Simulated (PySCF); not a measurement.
Ga(H)2(OH) (GaH₃O), SMILES [OH][GaH2]. Geometry: PBE-D3(BJ)/def2-TZVP.

Level of theory: PBE-D3(BJ)/def2-TZVP in PySCF.

Harmonic wavenumbers (cm⁻¹): 466, 476, 596, 649, 707, 844, 1919, 1967, 3734. Rotational constants (GHz): 105.0, 10.50, 9.544; symmetry number 1.

Task: Work out the zero-point energy and the ideal-gas rigid-rotor harmonic-oscillator thermochemistry at 298.15 K and 1 atm.

Result: ZPE = ½ Σ hcν = ½ × 11357 cm⁻¹ = 67.93 kJ/mol. H − E(el) = 80.39 kJ/mol. Entropy in J/(mol K): translation 164.69, rotation 87.66, vibration 11.61, total 263.96. G − E(el) = 1.69 kJ/mol. Cp = 58.47 J/(mol K).
